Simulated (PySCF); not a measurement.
Input of a run (PBE0-D3(BJ)/def2-SVP geometry optimisation, gas phase, def2 core potentials past Kr (PySCF 2.14.0)), started from GFN2-xTB:
```
{"job": {"xc": "PBE0", "basis": "def2-SVP", "d3": "d3bj", "grid": 1, "maxiter": 30, "shake": 0.03, "kind": "geom"}, "charge": 0, "multiplicity": 1}
W      0.002300    -0.087080    -0.027210
N     -0.002330     0.094320     1.738580
H      0.210870     0.191590     2.702830
N      1.683660     0.190780    -0.734860
H      2.571200     0.301060    -0.932850
O     -1.217680     1.359790    -0.729080
H     -1.558350     2.210920    -0.881010
O     -0.716500    -1.687940    -0.559880
H     -0.840420    -2.642880    -0.602180
```

Output (energies in Eh, forces in Eh/bohr):
```
step   0  E = -329.03553260  max force = 0.192276
step   1  E = -329.06407234  max force = 0.061998
step   2  E = -329.06952761  max force = 0.039488
step   3  E = -329.07177114  max force = 0.013348
step   4  E = -329.07326900  max force = 0.007594
step   5  E = -329.07461004  max force = 0.009075
step   6  E = -329.07536494  max force = 0.002216
step   7  E = -329.07548882  max force = 0.002229
step   8  E = -329.07555309  max force = 0.001306
step   9  E = -329.07557848  max force = 0.001018
step  10  E = -329.07558805  max force = 0.000293
optimisation converged
```

Task: Summarise the run.

Result: The energy falls by 1.090 eV over 11 energy and gradient evaluations, the largest force component goes from 0.1923 to 2.9e-04 Eh/bohr, and the atoms move by 0.242 Å rms after alignment. The bond that changes most is W1–O6 (ends: tungsten bonded to 2 N and 2 O; oxygen bonded to W and H), which shortens by 0.122 Å. Bonds longer at the end by more than 0.005 Å: 4 of 8; shorter: 3. Among the angles that change most is W1–O6–H7, from 159.2° to 131.2°. The energy never rose by more than 1e-6 Eh on the way. The first step brought 71 % of the lowering.

Task: What are the final bond lengths?

Result: W1–N2 1.749 Å, W1–N4 1.748 Å, W1–O6 1.897 Å, W1–O8 1.897 Å, N2–H3 1.014 Å, N4–H5 1.013 Å, O6–H7 0.961 Å, O8–H9 0.961 Å. Numbering counts from 1 in the input's order; the species is `[NH]=[W](=[NH])([OH])[OH]` (W(NH)2(OH)2).

The run used 108 basis functions and 92 SCF cycles in all. Time: 72 s; peak memory 0.42 GiB. Hardware: one thread of an Arm Neoverse V1, shared host.

No frequency check.
